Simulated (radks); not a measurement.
Values are calculated unless marked as measured or tabulated.
Isoelectronic series with 10 electrons, all held in the configuration [Ne], which need not be the ground one along the series. Code: a radial shooting solver on a logarithmic mesh with Libxc functionals. Model: scalar-relativistic Kohn-Sham, LDA (Slater exchange, Perdew-Wang correlation), spin-polarised, spherical densities, point nucleus. Total energies (hartree) and orbital eigenvalues (hartree):

| ion | E (hartree) | 2p | 2s | 1s |
|---|---|---|---|---|
| Ne | -128.37486 | -0.49737 | -1.32722 | -30.34744 |
| Mg2+ | -198.60693 | -2.45627 | -3.65503 | -46.81772 |
| Al3+ | -239.79479 | -3.83008 | -5.21875 | -56.58996 |
| Si4+ | -285.03043 | -5.46035 | -7.04176 | -67.38123 |
| P5+ | -334.31780 | -7.34531 | -9.12227 | -79.19095 |
| S6+ | -387.66248 | -9.48402 | -11.45947 | -92.01970 |
| Cl7+ | -445.07129 | -11.87597 | -14.05310 | -105.8687 |
| Ar8+ | -506.55203 | -14.52092 | -16.90326 | -120.7398 |
